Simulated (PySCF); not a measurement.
Working out the ionisation energy of K²⁺

K²⁺ [Ne] 3s2 3p5 (2P) → K³⁺ [Ne] 3s2 3p4 (3P). Computed with PySCF 2.14 in cc-pVDZ-X2C (5s4p2d, 27 functions), with scalar relativity by spin-free X2C-1e. Frozen: [Ne] 3s2. Energies in hartree (1 hartree = 27.21139 eV):

```csv
part,K²⁺ (lower),K³⁺ (upper)
UHF,-600.150227,-598.430375
CCSD correlation,-0.001921,-0.000839
(T),-0.000003,0.000000
```

Problem. What does Hartree-Fock give?

Solution. (-598.430375) − (-600.150227) = 1.719852 hartree = 46.800 eV.

Problem. What do CCSD and CCSD(T) give?

Solution. The CCSD correlation energies differ by 0.001082 hartree = 0.029 eV and the triples by 0.000003 hartree = 0.000 eV, so CCSD gives 46.829 eV and CCSD(T) 46.829 eV.

Reference: 45.803 eV (semi-empirical (NIST evaluation); NIST Atomic Spectra Database, ionization energies), between the lowest levels; spin-orbit coupling is absent from the calculation.

A double-zeta basis recovers only part of the correlation energy.

What remains against the reference includes basis incompleteness, the frozen core and higher excitations.
